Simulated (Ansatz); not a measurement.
A run on H₅NOSiZn with other settings.

```yaml
crystal:
  periodic: [false, false, false]
  atoms:
    - {symbol: N, position_ang: [-0.619702, 1.015013, -0.195083]}
    - {symbol: Si, position_ang: [0.193935, -0.406219, 0.273864]}
    - {symbol: O, position_ang: [-0.326487, -0.947536, 1.743654]}
    - {symbol: Zn, position_ang: [1.272919, 0.749638, -3.185492]}
    - {symbol: H, position_ang: [-1.598533, 0.999956, -0.430903]}
    - {symbol: H, position_ang: [-0.347721, 1.907525, 0.182869]}
    - {symbol: H, position_ang: [1.641770, -0.074710, 0.328481]}
    - {symbol: H, position_ang: [-0.065260, -1.830143, 2.010623]}
    - {symbol: H, position_ang: [-0.062422, -1.459724, -0.744912]}
basis:
  gaussian: {orbitals: cc-pVTZ, fitting: {mean_field: def2-universal-jkfit}}
total_charge: 1
magnetization: {spin_polarized: true, initial_magnetization: 1}
hamiltonian: {xc: {name: r2SCAN}}
scf: {lower_state_search: full}
```

```sh
$ ansatz run in.yaml --threads 4 --pin off --events-out ev --progress --plain --max-ram 10444MiB
```

It prints (some lines left out):

```
Functional definition: r2SCAN
636 factors; integrals over basis functions are off by at most 1.1e0 eV
mean field evaluation 1: about -59878.1474 eV, gradient 8.9e1 eV
mean field evaluation 2: about -59878.1465 eV, gradient 8.9e1 eV
mean field evaluation 4: about -59878.9607 eV, gradient 5.6e1 eV
mean field evaluation 8: about -59908.4069 eV, gradient 1.2e1 eV
mean field evaluation 16: about -59909.4095 eV, gradient 2.4e-2 eV
mean field evaluation 96: about -59909.4096 eV, gradient 9.7e-4 eV
mean field -59909.40955336 eV, -2201.6301930296 hartree, gradient 1.7e-5 eV, S^2 0.756223; 9 other end points of the search recorded, 0 dependent functions left out
reference -59909.40957177 eV, -2201.6301937064 hartree; 32, 31 occupied and 200, 201 virtual orbitals, 636 factors
Total energy: -59909.40957177 eV, -2201.6301937064 hartree
```

Run time 13 s (4 threads of an Intel Xeon 6975P-C on a shared host); peak host memory 0.51 GiB.
